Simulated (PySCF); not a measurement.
**Spin-rotation constants: SMILES C#Cc1ccccc1N, C8H7N**

Geometry (Å), atoms numbered from 1 in this order:
```xyz
16

C    -2.4719    1.8724    0.8986
C    -1.4717    1.3018    0.5557
C    -0.3095    0.6102    0.1390
C     0.8095    1.3192   -0.2887
C     1.9437    0.6549   -0.7131
C     1.9662   -0.7319   -0.7101
C     0.8649   -1.4494   -0.2866
C    -0.2891   -0.7978    0.1458
N    -1.3627   -1.5059    0.6329
H    -3.3324    2.3893    1.2035
H     0.7725    2.3990   -0.2862
H     2.8059    1.2128   -1.0459
H     2.8485   -1.2590   -1.0430
H     0.8853   -2.5304   -0.2859
H    -2.2325   -1.0028    0.7058
H    -1.4344   -2.4736    0.3670
```

Computed, not measured: GIAO CAM-B3LYP/pcSseg-1 magnetisability, rotational g tensor and spin-rotation constants, non-relativistic, gas phase (PySCF 2.14.0). Geometry: GFN2-xTB.

(1) Give the nuclear spin-rotation constants along the inertial axes (H = +C I·J) beside the isotropic shieldings.

Results:

(1) Rotational constants 3.0164, 1.5171, 1.0100 GHz. A star marks the isotopologue with that one atom substituted, in its own axes.
```
atom  isotope  Caa (kHz)  Cbb (kHz)  Ccc (kHz)  mean (kHz)  σ (ppm)
  N9      14N      0.193      0.084      0.061       0.113    189.7
 H10       1H      0.107     -0.171     -0.117      -0.060     28.8
 H11       1H     -0.201      0.127     -0.104      -0.059     24.1
 H12       1H     -0.089      0.050     -0.105      -0.048     25.0
 H13       1H      0.336     -0.153     -0.103       0.027     24.4
 H14       1H     -0.206      0.107     -0.108      -0.069     25.0
 H15       1H      0.129     -0.155     -0.111      -0.046     27.3
 H16       1H     -0.284      0.031     -0.113      -0.122     28.1
  C1     13C*      0.375      0.451      0.340       0.389     94.0
  C2     13C*     -0.059      0.577      0.386       0.301     99.0
  C3     13C*      1.284      0.474      0.122       0.627     74.4
  C4     13C*      1.194      0.752      0.126       0.690     39.4
  C5     13C*      1.158      0.646      0.107       0.637     60.7
  C6     13C*      1.553      0.555      0.112       0.740     44.5
  C7     13C*      1.047      0.640      0.127       0.605     66.0
  C8     13C*      1.403      0.737      0.134       0.758     24.6
```
For the geometry as given, no vibrational averaging.
